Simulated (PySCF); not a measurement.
Si(F)(Br)(OH)(OMe) (CH₄BrFO₂Si), SMILES CO[Si](Br)(F)O.

Geometry optimised at B3LYP-D3(BJ)/def2-SVP. Other conformers were not sampled.

The numbers are results of HF/def2-TZVP (PySCF), not measurements.

- total energy = -3151.07657 hartree
- highest occupied level = -11.89 eV
- lowest empty level = 3.30 eV
- orbital gap = 15.19 eV
- dipole moment = 2.27 D
- quadrupole, principal values (traceless, Buckingham form, about the centre of nuclear charge) = -8.35, -2.45, 10.80 D·Å
- mean static polarisability = 53.9 bohr³ (7.98 Å³)
- polarisability, principal values = 47.3, 53.4, 60.8 bohr³
